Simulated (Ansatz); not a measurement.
Reaction (formal exchange of groups at the Si–O bond): `N[SiH2]O[Si](N)(O)O` + CH₄ → `N[SiH3]` + `CO[Si](N)(O)O`

Program: Ansatz. Geometries: PBE0-D4/def2-TZVP. ΔE: electronic, gas phase. CCSD(T)/CBS adds triple-zeta CCSD(T) − MP2 to the extrapolated MP2 energy (def2 sets, frozen cores). This one scheme is used for every species. Functionals use def2-TZVPP. B3LYP here is the variant with VWN-RPA as its local correlation; programs differ in this. Each species was taken in one conformer, which may not be the lowest.

```
              species  B3LYP-D4 energy (Eh)
`N[SiH2]O[Si](N)(O)O`            -919.50747
                  CH₄             -40.54051
            `N[SiH3]`            -347.33620
      `CO[Si](N)(O)O`            -612.62232
```

(1) Work out ΔE.

Largest T1 diagnostic among the species: 0.011.

## Answers

(1) ΔE = (-347.33620) + (-612.62232) − (-919.50747) − (-40.54051) = 0.08946 Eh = +2.43 eV. CCSD(T)/CBS gives +2.47 eV.

The D4 term adds +0.09 eV with B3LYP and +0.05 eV with PBE0; it sums over pairs of atoms, weighted by their polarisabilities, and B3LYP, whose exchange is more repulsive, gets the larger term. In def2-TZVPP, CCSD(T) changes the Hartree–Fock value by +0.10 eV (the triples alone add +0.02 eV) and MP2 by +0.19 eV. From PBE to PBE0 (25 % exact exchange), in def2-TZVPP and without D4, ΔE moves by +0.05 eV.
